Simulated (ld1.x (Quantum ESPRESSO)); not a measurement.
## molybdenum ultrasoft: all-electron and pseudo phase curves

Mo, ultrasoft, made with ld1.x (Quantum ESPRESSO) 7.5 (PBE, fully relativistic). Core [Ar] 3d10 4s2, reference 4p6 4d5 5s0 5p1. Waves: 5s (bound, empty): rcut 2.35, rcutus 2.75 bohr; 5s channel at -0.05 Ry: rcut 2.35, rcutus 2.75 bohr; 4p (bound): rcut 1.65, rcutus 2.15 bohr; 5p (bound): rcut 1.65, rcutus 2.15 bohr; 4d (bound): rcut 2.55, rcutus 2.85 bohr; 4d channel at 3.2 Ry: rcut 2.55, rcutus 2.85 bohr. Local part: all-electron potential smoothed inside 1.95 bohr (lloc = -2). Core correction: none. Augmentation charge: built from norm-conserving waves at rcut, not smoothed further.

Open shells are filled in proportion to 2j + 1 (rel_dist='average').

The phase is arctan(r·u′/u) with u = r·R(r), unwrapped; energies in Ry, scanned from -5 to 5 Ry. A pole is an energy at which the radial function vanishes at the test radius. The pseudo phase is shifted by a multiple of π to meet the all-electron one at the reference energy, and phase errors are pseudo minus all-electron; the curves can meet again beyond the range given. Levels narrower than the energy grid can be missing from the lists of poles. n/a: not evaluated, since a narrow level or a reset projector energy made the automatic matching unsafe.

```
channel  radius (bohr)  reference energy (Ry)  poles, all-electron      poles, pseudo  unbroken range about the reference energy with phases within 0.05 rad  phase error 1 Ry above the reference energy (rad)
      s           3.10                  -0.37                 1.15               1.12                                                                    n/a                                                n/a
   p1/2           3.10                  -0.13          -3.03, 2.02  -3.08, 1.47, 3.94                                       not even at the reference energy                                             +0.428
   p3/2           3.10                  -0.13          -2.85, 2.13  -2.90, 1.54, 3.94                                       not even at the reference energy                                             +0.569
   d3/2           3.10                  -0.38          -0.14, 3.91              -0.15                                       not even at the reference energy                                             +0.117
   d5/2           3.10                  -0.36          -0.12, 3.94              -0.12                                       not even at the reference energy                                             +0.115
```

A Bessel basis up to 400 Ry misses an occupied level by 0.43 Ry, so cutoffs and ghosts were not judged. The potential misses its own reference levels by up to 0.7 eV.

Phases in the p3/2 channel:

```csv
E (Ry),all-electron,pseudo
-5.00,1.417,1.417
-4.48,1.406,1.406
-3.96,1.392,1.392
-3.44,1.370,1.369
-2.92,1.022,-1.373
-2.40,-1.776,-1.775
-1.88,-1.820,-1.814
-1.36,-1.877,-1.862
-0.84,-1.978,-1.937
-0.32,-2.227,-2.080
0.20,-3.193,-2.452
0.72,-4.264,-3.498
1.24,-4.545,-4.265
1.76,-4.660,-7.538
2.28,-4.730,-7.701
2.80,-4.786,-7.771
3.32,-4.845,-7.816
3.84,-4.927,-7.849
4.36,-5.089,-7.876
4.88,-5.661,-7.901
```
